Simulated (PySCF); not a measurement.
As4, charge -1, doublet, at a GFN2-xTB geometry of the parent state (a state made from the parent by changing its charge; the spin is typed, not shown lowest) (in this run its highest filled SCF level lies above zero, so its values depend strongly on the basis, on diffuse functions most of all); DF-M062X/pcseg-1 (PySCF).

PySCF was given this input:
```python
from pyscf import gto, scf, dft

mol = gto.Mole()
mol.atom = '''
    As   -0.988186    0.085698   -1.072950
    As    0.663388    1.292591    0.155566
    As    0.992287   -1.019895   -0.332051
    As   -0.667489   -0.358394    1.249436
'''
mol.basis = 'pcseg-1'
mol.charge = -1
mol.spin = 1
mol.verbose = 5
mol.build()

mf = dft.UKS(mol)
mf.xc = 'm062x'
mf = mf.density_fit(auxbasis='def2-universal-jkfit')
mf.kernel()
mf.analyze()
```

The log (banner, timings and long lists left out):

```
PySCF version 2.14.0

[INPUT] verbose = 5
[INPUT] max_memory = 4000
[INPUT] num. atoms = 4
[INPUT] num. electrons = 133
[INPUT] charge = -1
[INPUT] spin (= nelec alpha-beta = 2S) = 1
[INPUT] symmetry False subgroup None
[INPUT] Mole.unit = angstrom
[INPUT] Symbol           X                Y                Z      unit          X                Y                Z       unit  Magmom
[...]
[INPUT] ---------------- BASIS SET ----------------
[INPUT] l, kappa, [nprim/nctr], expnt,             c_1 c_2 ...
[INPUT] As
[...]
                                15062.8           0.0140978    0    0    0    0
                                3427.76           0.0700313    0    0    0    0
                                968.153           0.244472    0    0    0    0
                                315.419            0.5    0    0    0    0
                                108.898           0.395452    0    0    0    0
                                208.617              0 -0.0798828    0    0    0
                                25.1148              0  0.5    0    0    0
                                11.3102              0 0.372555    0    0    0
                                3.93496              0 0.0432472    0    0    0
                                3.03771              0    0  0.5    0    0
                                1.24735              0    0 0.240289    0    0
                                0.276603             0    0    0    1    0
                                0.0998823            0    0    0    0    1
[...]
                                612.631           0.0243044    0    0    0
                                197.311           0.113168    0    0    0
                                73.7719           0.32585    0    0    0
                                29.8432            0.5    0    0    0
                                12.0398           0.27724    0    0    0
                                7.68772              0 0.289577    0    0
                                3.18206              0  0.5    0    0
                                1.31486              0 0.26456    0    0
                                0.393916             0    0    1    0
                                0.111712             0    0    0    1
[...]
                                39.0846           0.0867896    0
                                14.1215           0.283323    0
                                5.51628           0.495738    0
[...]
converged SCF energy = -8942.63135275375  <S^2> = 0.75841175  2S+1 = 2.0083941
Total Energy =                       -8942.631352753754982
[...]
spin_pop of  2 As 2pz      -0.00000
spin_pop of  2 As 3px      -0.00000
spin_pop of  2 As 3py      -0.00000
spin_pop of  2 As 3pz      -0.00000
spin_pop of  2 As 4px      -0.01478
spin_pop of  2 As 4py      -0.01456
spin_pop of  2 As 4pz      -0.01812
spin_pop of  2 As 5px      -0.00003
spin_pop of  2 As 5py      -0.00003
spin_pop of  2 As 5pz      -0.00002
spin_pop of  2 As 3dxy     -0.00000
spin_pop of  2 As 3dyz     -0.00000
spin_pop of  2 As 3dz^2    -0.00000
spin_pop of  2 As 3dxz     -0.00000
spin_pop of  2 As 3dx2-y2   -0.00000
spin_pop of  2 As 4dxy     -0.00021
spin_pop of  2 As 4dyz     -0.00043
spin_pop of  2 As 4dz^2    -0.00035
spin_pop of  2 As 4dxz     -0.00005
spin_pop of  2 As 4dx2-y2   -0.00008
spin_pop of  3 As 1s        0.00000
spin_pop of  3 As 2s        0.00000
spin_pop of  3 As 3s       -0.00001
spin_pop of  3 As 4s        0.00585
spin_pop of  3 As 5s       -0.00036
spin_pop of  3 As 2px       0.00000
spin_pop of  3 As 2py       0.00000
spin_pop of  3 As 2pz       0.00000
spin_pop of  3 As 3px       0.00001
spin_pop of  3 As 3py       0.00000
spin_pop of  3 As 3pz       0.00000
spin_pop of  3 As 4px       0.17677
spin_pop of  3 As 4py       0.08175
spin_pop of  3 As 4pz       0.07933
spin_pop of  3 As 5px       0.00362
spin_pop of  3 As 5py       0.00189
spin_pop of  3 As 5pz       0.00186
spin_pop of  3 As 3dxy      0.00001
spin_pop of  3 As 3dyz      0.00001
spin_pop of  3 As 3dz^2     0.00001
spin_pop of  3 As 3dxz      0.00001
spin_pop of  3 As 3dx2-y2    0.00000
spin_pop of  3 As 4dxy     -0.00016
spin_pop of  3 As 4dyz     -0.00015
spin_pop of  3 As 4dz^2    -0.00013
spin_pop of  3 As 4dxz     -0.00001
spin_pop of  3 As 4dx2-y2    0.00015
 ** Mulliken Spin Density (per atom)  **
spin density of  0 As =      0.34906
spin density of  1 As =      0.34900
spin density of  2 As =     -0.04851
spin density of  3 As =      0.35044
 ** Mulliken pop alpha/beta on meta-lowdin orthogonal AOs **
 ** Mulliken pop       alpha | beta **
In total            67.00000 | 66.00000
 ** Mulliken atomic charges   ( Nelec_alpha | Nelec_beta ) **
charge of  0As =     -0.27663  (    16.81285     16.46378 )
charge of  1As =     -0.27655  (    16.81278     16.46378 )
charge of  2As =     -0.16994  (    16.56071     16.60922 )
charge of  3As =     -0.27688  (    16.81366     16.46322 )

WARN: System has nonzero charge -1; the dipole moment is origin-dependent.
Location of origin: [0. 0. 0.]

Dipole moment(X, Y, Z, Debye):  0.34296, -0.35150, -0.11565
```
